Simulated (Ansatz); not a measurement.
`CO[SiH](F)OC` and `CO[SiH](I)OC` differ in one element.

Ansatz, PBE0-D4/def2-TZVP geometries, multiplicity 1. Each molecule was computed in one conformer, which needn't be the lowest.

Elements past krypton have def2 core potentials.

```csv
property,`CO[SiH](F)OC`
HOMO–LUMO gap (PBE/def2-TZVPP) / eV,7.29
size of the dipole moment (ωB97M-V/def2-TZVPP) / D,1.49
HOMO energy (B3LYP/def2-TZVPP) / eV,-8.33
LUMO energy (PBE0/def2-TZVPP) / eV,1.17
LUMO energy (ωB97M-V/def2-TZVPP) / eV,2.68
HOMO–LUMO gap (ωB97M-V/def2-TZVPP) / eV,13.67
```

Q: What does the change do to each property? (Best estimate.)

A: Computed: 
```json
{"property": "HOMO–LUMO gap (PBE/def2-TZVPP) / eV", "`CO[SiH](I)OC`": "5.78", "shift": "-1.51"}
{"property": "size of the dipole moment (ωB97M-V/def2-TZVPP) / D", "`CO[SiH](I)OC`": "1.54", "shift": "0.05"}
{"property": "HOMO energy (B3LYP/def2-TZVPP) / eV", "`CO[SiH](I)OC`": "-7.37", "shift": "0.96"}
{"property": "LUMO energy (PBE0/def2-TZVPP) / eV", "`CO[SiH](I)OC`": "0.18", "shift": "-0.99"}
{"property": "LUMO energy (ωB97M-V/def2-TZVPP) / eV", "`CO[SiH](I)OC`": "2.00", "shift": "-0.68"}
{"property": "HOMO–LUMO gap (ωB97M-V/def2-TZVPP) / eV", "`CO[SiH](I)OC`": "11.78", "shift": "-1.89"}
```

With PBE0 the HOMO rises by 0.95 eV and the LUMO falls by 0.99 eV, so the gap narrows by about 1.94 eV. PBE moves the HOMO by 0.49 eV and ωB97M-V by 1.22 eV. Dipoles are sizes alone; their direction can turn.

B3LYP here is the variant with VWN-RPA as its local correlation; programs differ in this.

Spin–orbit coupling is left out; it splits and shifts lone-pair levels of the heavy atoms by tenths of an eV.
